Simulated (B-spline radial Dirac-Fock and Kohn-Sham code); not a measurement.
How the settings move the core levels of La

ΔSCF core binding energies without Breit or QED terms, calculated with a radial B-spline solver. Keys: rel is the Hamiltonian (dirac, or spin-free x2c and nr, where L3 and M5 stand for the whole 2p and 3d shells), method is hf or an exchange,correlation pair (spin-unpolarised, also for the hole states), nuc the nuclear model, radius_factor scales its radius, rmax is the box in bohr, h the logarithmic mesh step, order the B-spline order, points the quadrature points per cell, c_factor scales the speed of light, and damp, ndamp, maxit and tol steer the iteration. The run stops when the commutator error falls below 10·tol·max(1, Z/10), or the numerical noise floor, and the energy has settled to about 1e-8 Ha; the virial ratio is −V/T.

Base input:

```json
{"items": [{"Z": 57, "q": 0, "cfg": [[1, 0, 2], [2, 0, 2], [2, 1, 6], [3, 0, 2], [3, 1, 6], [3, 2, 10], [4, 0, 2], [4, 1, 6], [4, 2, 10], [5, 0, 2], [5, 1, 6], [5, 2, 1], [6, 0, 2]], "A": 139, "rrms": 4.855, "do": "settings", "holes": ["K", "L3", "M5"],
  "settings": [{"rel": "dirac", "method": "hf", "nuc": "fermi", "radius_factor": 1.0, "rmax": 45.0, "h": 0.3, "order": 8, "points": 10, "c_factor": 1.0, "maxit": 60, "damp": 0.5, "ndamp": 3, "tol": 1e-08}]}]}
```

The ground state converged in 12 iterations, with total energy -8493.65037 Ha, virial ratio 1.93451 and highest orbital energy -4.89 eV. ΔSCF binding energies: K (1s) 39083.5 eV, L3 (2p3/2) 5507.6 eV, M5 (3d5/2) 846.7 eV.

Changes from the base run:

| changed setting | Δ total energy (Ha) | Δ K (eV) | Δ L3 (eV) | Δ M5 (eV) | iterations |
| --- | --- | --- | --- | --- | --- |
| nuc = "gauss"; h = 0.4; tol = 0.0001 | +0.00467 | +0.03 | +0.02 | +0.02 | 10 |
| damp = 0.0 | 0.00000 | 0.00 | 0.00 | 0.00 | 12 |
| method = "b88,lyp" | -4.21669 | +33.91 | -26.45 | -6.59 | 10 |
| c_factor = 100.0 | +272.68935 | -1809.31 | +1.37 | +20.11 | 10 |
| rel = "nr"; h = 0.4; damp = 0.0 | +272.59056 | -1807.93 | +1.39 | +20.14 | 12 |
| nuc = "gauss" | -0.00161 | +0.02 | 0.00 | 0.00 | 12 |
| tol = 0.0001 | 0.00000 | 0.00 | 0.00 | 0.00 | 10 |
| h = 0.22 | -0.00004 | 0.00 | 0.00 | 0.00 | 12 |
| order = 5 | +0.00342 | +0.01 | +0.01 | +0.01 | 12 |
| radius_factor = 0.5 | -0.26828 | +3.06 | -0.02 | 0.00 | 12 |
|  | 0.00000 | 0.00 | 0.00 | 0.00 | 12 |
| method = "lda,vwn" | +2.91406 | -12.81 | -28.89 | -6.21 | 10 |
| c_factor = 10.0 | ? | ? | ? | ? | ? |
| rel = "x2c"; rmax = 80.0; h = 0.22 | +4.33872 | -35.54 | +128.38 | +6.89 | 12 |
| radius_factor = 0.5; h = 0.22; tol = 0.0001 | -0.26833 | +3.06 | -0.02 | -0.01 | 10 |

Question: What does the change c_factor = 10.0 do?

Answer: The total energy moves by +270.21039 Ha and the binding energies by K -1792.95 eV, L3 +1.38 eV, M5 +19.92 eV; the run takes 11 iterations.
